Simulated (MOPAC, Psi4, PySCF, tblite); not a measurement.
Approach curve of the dimer CO ··· H3N (SMILES [C-]#[O+] and N). Monomers: optimised at B3LYP-D3(BJ) (def2-TZVP), held rigid. Orientation: a higher rigid-body minimum at GFN2-xTB (searched outside a hard wall at short contacts). R is the distance of the centres of mass, along which the second monomer moves. The shortest distances reach bonding range, where SAPT0 and rigid monomers are unreliable.

Geometry at R = 2.49 Å (first 2 atoms: monomer A):
```
6

C      0.5625     0.0000     0.0000
O     -0.5625     0.0000     0.0000
N      0.9755    -2.1495     0.3696
H      1.0257    -2.6757    -0.4952
H      0.2087    -2.5314     0.9113
H      1.8293    -2.3326     0.8843
```

Levels of theory: RHF/LANL2DZ = restricted Hartree-Fock/LANL2DZ, no counterpoise correction run with PySCF 2.14.0; GFN2-xTB (tblite); PM7, restricted, heats of formation (MOPAC); CCSD(T)/aug-cc-pVDZ = DF-CCSD(T)/aug-cc-pVDZ, frozen core, counterpoise-corrected in Psi4 1.11.

Interaction energies in kJ/mol; the last columns give the difference from CCSD(T):

| R / Å | RHF/LANL2DZ | GFN2-xTB | PM7 | CCSD(T)/aug-cc-pVDZ | RHF/LANL2DZ − CCSD(T)/aug-cc-pVDZ | GFN2-xTB − CCSD(T)/aug-cc-pVDZ | PM7 − CCSD(T)/aug-cc-pVDZ |
|---|---|---|---|---|---|---|---|
| 2.10 | 131.79 | 8.16 | -1.56 | 151.61 | -19.81 | -143.45 | -153.17 |
| 2.32 | 68.94 | -17.94 | -16.36 | 86.16 | -17.22 | -104.10 | -102.51 |
| 2.49 | 38.67 | -20.39 | -17.42 | 52.88 | -14.21 | -73.28 | -70.30 |
| 2.70 | 16.27 | -15.76 | -14.15 | 26.81 | -10.54 | -42.57 | -40.97 |
| 2.91 | 4.46 | -9.95 | -10.81 | 12.05 | -7.59 | -22.00 | -22.86 |
| 3.15 | -1.74 | -5.33 | -8.48 | 3.51 | -5.25 | -8.84 | -11.99 |
| 3.48 | -4.28 | -2.39 | -6.72 | -0.86 | -3.42 | -1.53 | -5.86 |
| 4.00 | -3.90 | -0.98 | -4.79 | -1.67 | -2.22 | 0.70 | -3.11 |
| 4.67 | -2.33 | -0.30 | -2.93 | -0.91 | -1.41 | 0.61 | -2.02 |
| 5.69 | -0.89 | 0.07 | -1.38 | -0.27 | -0.61 | 0.34 | -1.10 |
| 6.98 | -0.37 | 0.13 | -0.72 | -0.06 | -0.31 | 0.19 | -0.66 |

RHF/LANL2DZ is furthest from CCSD(T)/aug-cc-pVDZ at 2.10 (-19.81 kJ/mol, below); its mean absolute difference over the points is 7.51 kJ/mol.

GFN2-xTB is furthest from CCSD(T)/aug-cc-pVDZ at 2.10 (-143.45 kJ/mol, below); its mean absolute difference over the points is 36.15 kJ/mol.

PM7 is furthest from CCSD(T)/aug-cc-pVDZ at 2.10 (-153.17 kJ/mol, below); its mean absolute difference over the points is 37.69 kJ/mol.
